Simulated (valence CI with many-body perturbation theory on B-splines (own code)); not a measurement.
# E1 line list for Ag14+

Computed by configuration interaction combined with many-body perturbation theory (CI+MBPT): five valence electrons over a frozen Dirac-Fock core [Ar] 3d10, a basis of 9 s, 9 p, 8 d, 6 f, 3 g, 1 h functions for each j, with the one-electron correlation potential Σ1 (screened to all orders), the two-electron term Σ2, the three-electron term Σ3, Breit, model QED; selected single and double excitations, second order for the rest (own B-spline code, finite nucleus).

No measured spectrum was set against this ion. As an estimate, levels hold to about 250 cm⁻¹ or 0.2 % of their energy and the worst to 1 %, as in measured heavy ions of charge 2 to 7; those with d or f electrons hold less well. Among the levels kept, up to 340 cm⁻¹ of a level comes from second order outside the variational space, and about a tenth of that is noise between levels of different J, which matters for small intervals.

Lines 151 to 181 of 181 in falling wavelength, among levels below 101.053 eV, chosen from the strongest by gf and those to the six lowest levels. Wavelengths and rates use the calculated energies, so an error of 1000 cm⁻¹ moves a line at 168.4 Å by 0.17 % and its rate by three times that or more. Electric multipoles are in the length gauge, E1 and E2 with the static RPA response of the core. Weak lines are less certain than strong ones. Lines between different terms over intervals too small for the method are left out, as are lines whose strength nearly cancels.

Names give the largest LS component (configuration and term), which can be under half, so a name can repeat, a term be missing and a line seem to break the LS rules; names also repeat where a configuration has a term twice. Letters in brackets count levels of one name in rising energy.

```
λ vac (Å)                  Upper            Lower   A (s⁻¹)  S (a.u.) with core polarisation  S without
    168.4      4s2 4p2 4d 2S_1/2  4s2 4p3 2P°_1/2  1.05e+09                         4.92e-03   5.32e-03
    167.9  4s2 4p2 4d 2F_5/2 [b]  4s2 4p3 2D°_5/2  4.43e+10                         6.21e-01   6.72e-01
    167.8  4s2 4p2 4d 2P_3/2 [b]  4s2 4p3 2P°_1/2  8.64e+10                         8.06e-01   8.71e-01
    167.1      4s2 4p2 4d 4P_5/2  4s2 4p3 4S°_3/2  1.57e+11                         2.17e+00   2.35e+00
    166.0  4s2 4p2 4d 2D_5/2 [b]  4s2 4p3 2D°_5/2  2.34e+10                         3.16e-01   3.42e-01
    165.8  4s2 4p2 4d 2D_3/2 [b]  4s2 4p3 2D°_3/2  1.43e+11                         1.29e+00   1.39e+00
    165.7  4s2 4p2 4d 2P_1/2 [b]  4s2 4p3 2D°_3/2  2.35e+10                         1.05e-01   1.14e-01
    165.6      4s2 4p2 4d 4P_3/2  4s2 4p3 4S°_3/2  1.50e+11                         1.34e+00   1.45e+00
    165.4      4s2 4p2 4d 4P_1/2  4s2 4p3 4S°_3/2  1.51e+11                         6.75e-01   7.30e-01
    163.5  4s2 4p2 4d 2F_5/2 [b]  4s2 4p3 2D°_3/2  1.54e+11                         1.99e+00   2.15e+00
    161.9  4s2 4p2 4d 2D_3/2 [a]  4s2 4p3 4S°_3/2  4.71e+10                         3.94e-01   4.26e-01
    161.9  4s2 4p2 4d 2F_7/2 [c]  4s2 4p3 2D°_5/2  2.71e+11                         4.54e+00   4.89e+00
    161.6  4s2 4p2 4d 2D_5/2 [b]  4s2 4p3 2D°_3/2  1.96e+10                         2.45e-01   2.64e-01
    161.0  4s2 4p2 4d 2P_3/2 [b]  4s2 4p3 2D°_5/2  3.87e+08                         3.19e-03   3.36e-03
    160.7  4s2 4p2 4d 2D_3/2 [c]  4s2 4p3 2P°_1/2  1.27e+11                         1.04e+00   1.12e+00
    160.5  4s2 4p2 4d 2P_1/2 [a]  4s2 4p3 4S°_3/2  4.84e+10                         1.98e-01   2.14e-01
    157.6  4s2 4p2 4d 2D_5/2 [a]  4s2 4p3 4S°_3/2  5.08e+10                         5.88e-01   6.34e-01
    157.3      4s2 4p2 4d 2S_1/2  4s2 4p3 2D°_3/2  3.90e+10                         1.50e-01   1.62e-01
    156.8  4s2 4p2 4d 2P_3/2 [b]  4s2 4p3 2D°_3/2  3.99e+09                         3.04e-02   3.28e-02
    154.4  4s2 4p2 4d 2D_3/2 [c]  4s2 4p3 2D°_5/2  5.47e+08                         3.98e-03   4.28e-03
    154.2  4s2 4p2 4d 2D_3/2 [b]  4s2 4p3 4S°_3/2  4.01e+07                         2.90e-04   3.19e-04
    154.1  4s2 4p2 4d 2P_1/2 [b]  4s2 4p3 4S°_3/2  1.96e+08                         7.09e-04   7.65e-04
    152.9  4s2 4p2 4d 2D_5/2 [c]  4s2 4p3 2D°_5/2  1.11e+10                         1.17e-01   1.26e-01
    152.2  4s2 4p2 4d 2F_5/2 [b]  4s2 4p3 4S°_3/2  8.14e+09                         8.50e-02   9.16e-02
    150.6  4s2 4p2 4d 2D_3/2 [c]  4s2 4p3 2D°_3/2  3.77e+07                         2.54e-04   2.66e-04
    150.6  4s2 4p2 4d 2D_5/2 [b]  4s2 4p3 4S°_3/2  4.31e+09                         4.36e-02   4.70e-02
    149.1  4s2 4p2 4d 2D_5/2 [c]  4s2 4p3 2D°_3/2  5.18e+09                         5.09e-02   5.48e-02
    146.8      4s2 4p2 4d 2S_1/2  4s2 4p3 4S°_3/2  1.20e+08                         3.75e-04   4.08e-04
    146.5  4s2 4p2 4d 2P_3/2 [b]  4s2 4p3 4S°_3/2  1.41e+08                         8.71e-04   9.52e-04
    141.0  4s2 4p2 4d 2D_3/2 [c]  4s2 4p3 4S°_3/2  7.22e+08                         4.00e-03   4.32e-03
    139.7  4s2 4p2 4d 2D_5/2 [c]  4s2 4p3 4S°_3/2  1.03e+09                         8.33e-03   8.99e-03
```
